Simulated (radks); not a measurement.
Spherical quantum dot in the effective-mass picture: electrons in a hard-walled sphere of radius 1.3, with a point charge +2 (a donor) at the centre, all in effective atomic units (hartree* = m*/eps^2 hartree, bohr* = eps/m* bohr), one dielectric constant everywhere. Calculated with a radial shooting solver with Libxc functionals: non-relativistic Kohn-Sham, PBE, spin-polarised, spherical densities. Levels are named by radial order and angular momentum (1s, 1p, 1d, 2s, ...), and open shells are averaged over m.

N = 3, configuration 1s2 1p(up 1, down 0). This is the lowest configuration that the search found. Occupied and some empty levels:

level,occupation,eigenvalue (hartree*),<r> (bohr*)
1s up,1,1.9579,0.5615
1s down,1,2.1003,0.5560
1p up,1,5.9142,0.7509
1p down,0,6.1216,0.7501
2s up,0,9.8370,0.6556
2s down,0,9.9522,0.6600
1d up,0,9.9587,0.8344
1d down,0,10.173,0.8350
1f up,0,14.663,0.8881
1f down,0,14.870,0.8891

Energy (hartree*): total 4.24740, kinetic 12.808, external -12.538, Hartree 6.4582, exchange-correlation -2.4801.
